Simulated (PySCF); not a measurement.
## A thermochemical cycle for ICl

r²SCAN in PySCF with def2-TZVPP on every atom (core potentials on I), for the lowest determinant that a PBE0 search found; no spin–orbit coupling. ICl, a singlet (closed shell), has De = 2.40 eV to neutral atoms, and ICl⁺, a doublet (π ↑), has De = 2.87 eV to I⁺ + Cl.

The adiabatic ionisation energy of ICl, between the minima, is 10.07 eV.

Question: Which ionisation energy of the I atom does this level give?

Answer: IE(I) = IE(molecule) + De(ion) − De(neutral) = 10.07 + 2.87 − 2.40 = 10.54 eV; the measured value is 10.451 eV (NIST ASD).

These are scalar-relativistic numbers at best; spin–orbit coupling would shift them, the dissociation energy most. For an ion De counts to the pair picked by the measured ionisation energies or electron affinities, which need not be the lowest pair at this level. States were picked by a PBE0 search and need not be the measured ground states.
